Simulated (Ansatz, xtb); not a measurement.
**Relative energy of two structures of H4OSi4**

Structure I: a singlet given by its coordinates. Structure II: a singlet given by its coordinates. Both are isolated molecules in the gas phase, relaxed with B3LYP/6-31G*.

I (Å):

```xyz
9

O    -0.6893   -1.7358   -0.1214
Si    0.0598   -1.0231    1.1831
Si    0.0380    1.1702    1.8433
Si   -1.2562    1.2785    0.0139
Si   -1.6161   -0.7326   -1.1397
H     0.7673   -2.1607    1.8444
H    -1.9040    2.5106   -0.5289
H    -3.0111   -1.2454   -1.1550
H    -1.0543   -0.8164   -2.5133
```

Close contacts (Å): O1–Si2 1.66, O1–Si5 1.70, Si2–Si3 2.29, Si3–Si4 2.24, Si4–Si5 2.35, Si2–H6 1.49, Si4–H7 1.49, Si5–H8 1.49, Si5–H9 1.49.

II (Å):

| atom | x (Å) | y (Å) | z (Å) |
| --- | --- | --- | --- |
| O | 0.7690 | -1.0675 | 0.1512 |
| Si | 0.7540 | -0.9356 | 1.8789 |
| Si | 0.0236 | 1.1773 | 2.7737 |
| Si | -0.2655 | 1.8940 | 0.6527 |
| Si | 0.2911 | 0.2399 | -0.7121 |
| H | 2.1491 | -1.2581 | 2.2931 |
| H | -0.1156 | -2.0574 | 2.3343 |
| H | -0.7255 | 3.1592 | 0.0244 |
| H | 0.3758 | -0.0790 | -2.1622 |

Close contacts (Å): O1–Si2 1.73, O1–Si5 1.64, Si2–Si3 2.41, Si3–Si4 2.26, Si4–Si5 2.22, Si2–H6 1.49, Si2–H7 1.49, Si4–H8 1.49, Si5–H9 1.49.

Energies in hartree; the thermal terms are from B3LYP/6-31G* harmonic frequencies (ideal gas, rigid rotor, one conformer each, 298.15 K, 1 atm) and include the zero-point energy:

```
                               I            II
E, CCSD(T)/def2-SVP  −1233.107932  −1233.094005
    E, MP2/def2-SVP  −1233.032554  −1233.014885
  E, MP2/def2-TZVPP  −1233.686078  −1233.667487
  zero-point energy      0.041138      0.040650
       H(298 K) − E      0.049374      0.049101
       G(298 K) − E      0.009276      0.008341
```

Task: Correct the CCSD(T) difference for the basis set by the MP2 change, then work out ΔE, ΔE₀, ΔH and ΔG for I → II in kJ/mol (1 Eh = 2625.50 kJ/mol) and the equilibrium ratio [II]/[I].

Result: 1. Differences II − I: CCSD(T) +0.013927, MP2 in the small set +0.017669, MP2 in the large set +0.018591 Eh.
2. ΔE = +0.013927 + (+0.018591 − (+0.017669)) = +0.014849 Eh = +38.99 kJ/mol.
3. ΔE₀ = ΔE + ΔZPE = +0.014849 + (−0.000488) Eh = +37.70 kJ/mol.
4. ΔH = ΔE + (−0.000273) Eh = +38.27 kJ/mol.
5. ΔG = ΔE + (−0.000935) Eh = +36.53 kJ/mol, so ΔS = (ΔH − ΔG)/T = +5.8 J/(mol K).
6. kT = 0.9442 mEh, so K = [II]/[I] = exp(−ΔG/kT) = exp(−14.74) ≈ 4.0 × 10^−7.

Structure I is favoured at this temperature. An error of 4 kJ/mol in ΔG would change K by a factor of 5. HF/STO-3G gave ΔE the other sign. Large T1 diagnostics make the coupled-cluster value less sure. Mirror images and further conformers aren't counted.

Other levels gave ΔE = +30.8 (GFN2-xTB); −4.7 (HF/STO-3G, GFN2-xTB geometries); +11.4 (r2SCAN-D4/def2-SVP, GFN2-xTB geometries); +31.5 (B3LYP/6-31G*); +25.0 (HF/def2-SVP); +46.4 (MP2/def2-SVP); +36.6 (CCSD(T)/def2-SVP) kJ/mol. The correlated steps freeze 21 core orbitals. Programs: Ansatz 0.2.0, xtb 6.7.1.
